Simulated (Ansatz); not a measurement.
CH5Ge (SMILES [CH2][GeH3]) moved off its minimum; all values from Ansatz (a first-principles code), cores frozen in correlated methods. Open shells are unrestricted.
(charge 0, multiplicity 2)
```xyz
7

C      1.5971    -0.0532    -0.0267
Ge    -0.1659    -0.0386    -0.0446
H      2.1072     0.8502    -0.1430
H      2.1989    -1.2043     0.0529
H     -0.8508    -0.5271     1.2842
H     -0.6522     1.5498    -0.1330
H     -1.1531    -0.7648    -1.1947
```

Task: Give the forces (eV/Å), the total energy and the dipole at CCSD(T)/cc-pVTZ.

Result: 
```
atom      Fx      Fy      Fz
----  ------  ------  ------
C1     4.747  -5.248   0.149
Ge2   -6.783   1.270  -0.462
H3     1.325   0.932  -0.119
H4    -1.479   3.950  -0.250
H5     0.355  -0.076  -0.200
H6     0.474  -1.303   0.012
H7     1.361   0.475   0.870
```
Energy -2116.4161 hartree, dipole 1.49 D.
